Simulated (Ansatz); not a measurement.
One change: `OCC#CF` becomes `FC#C[SiH3]`.

Ansatz, PBE0-D4/def2-TZVP geometries, multiplicity 1. Each molecule was computed in one conformer, which needn't be the lowest.

```csv
property,`OCC#CF`
HOMO energy (ωB97M-V/def2-TZVPP) / eV,-10.10
zero-point energy (PBE0-D4/def2-TZVP) / kJ/mol,143.8
HOMO energy (PBE0/def2-TZVPP) / eV,-7.81
LUMO energy (ωB97M-V/def2-TZVPP) / eV,2.27
LUMO energy (B3LYP/def2-TZVPP) / eV,0.28
HOMO–LUMO gap (B3LYP/def2-TZVPP) / eV,7.88
```

Problem. What does the change do to each property? (Best estimate.)

Solution. The calculation gave: 
```json
{"property": "HOMO energy (ωB97M-V/def2-TZVPP) / eV", "`FC#C[SiH3]`": "-10.45", "shift": "-0.35"}
{"property": "zero-point energy (PBE0-D4/def2-TZVP) / kJ/mol", "`FC#C[SiH3]`": "97.0", "shift": "-46.8"}
{"property": "HOMO energy (PBE0/def2-TZVPP) / eV", "`FC#C[SiH3]`": "-8.21", "shift": "-0.40"}
{"property": "LUMO energy (ωB97M-V/def2-TZVPP) / eV", "`FC#C[SiH3]`": "2.19", "shift": "-0.08"}
{"property": "LUMO energy (B3LYP/def2-TZVPP) / eV", "`FC#C[SiH3]`": "0.07", "shift": "-0.21"}
{"property": "HOMO–LUMO gap (B3LYP/def2-TZVPP) / eV", "`FC#C[SiH3]`": "8.04", "shift": "0.16"}
```

With PBE0 the HOMO falls by 0.40 eV and the LUMO falls by 0.35 eV, so the gap widens by about 0.05 eV. PBE moves the HOMO by -0.54 eV and ωB97M-V by -0.35 eV. The zero-point energy changes by -46.8 kJ/mol with -3 modes.

B3LYP here is the variant with VWN-RPA as its local correlation; programs differ in this.
